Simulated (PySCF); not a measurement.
**SMILES C1=C(S)C=CC(Br)=C1, C6H5BrS**

Geometry:
```csv
atom,x (Å),y (Å),z (Å)
S1,-3.439,-0.534,-0.492
C2,-1.694,-0.341,-0.318
C3,-1.080,0.887,-0.044
C4,0.303,0.975,0.082
C5,1.086,-0.169,-0.066
Br6,2.960,-0.052,0.104
C7,0.489,-1.399,-0.339
C8,-0.893,-1.481,-0.464
H9,-3.762,0.758,-0.279
H10,-1.683,1.791,0.074
H11,0.773,1.936,0.296
H12,1.105,-2.293,-0.454
H13,-1.355,-2.448,-0.678
```

Method used: PySCF 2.14.0, quadratic response CAM-B3LYP/aug-cc-pVDZ first hyperpolarisability, Taylor convention, gas phase. Geometry: PBE0-D3(BJ)/def2-SVP.

The calculation is non-relativistic, which matters for the atoms heavier than Zn.

Give β for the processes computed.

In 10⁻³⁰ esu, Taylor convention; the vector part is βᵢ = ⅓ Σⱼ (βᵢⱼⱼ + βⱼᵢⱼ + βⱼⱼᵢ); β∥ is 3/5 of the vector part along the dipole, the dipole points from − to +:
| process | λ (nm) | β vector norm | β∥ | β HRS | depolarisation ratio |
| --- | --- | --- | --- | --- | --- |
| static β(0;0,0) | ∞ | 1.05 | 0.55 | 0.60 | 2.59 |
| second harmonic β(−2ω;ω,ω) | 1907 | 1.17 | 0.61 | 0.66 | 2.66 |
| Pockels β(−ω;ω,0) | 1907 | 1.09 | 0.57 | – | – |
| second harmonic β(−2ω;ω,ω) | 1064 | 1.53 | 0.79 | 0.83 | 2.83 |
| Pockels β(−ω;ω,0) | 1064 | 1.18 | 0.62 | – | – |

Which lowest excitations, dipole and polarisabilities go with it?

S1 4.76 eV (f = 0.011); S2 4.97 eV (f = 0.002); S3 5.19 eV (f = 0.354); dipole 1.33 D; isotropic α 115.5 au static, 116.0 au at 1907 nm, 117.2 au at 1064 nm, 117.6 au at 953.5 nm, 123.1 au at 532 nm.
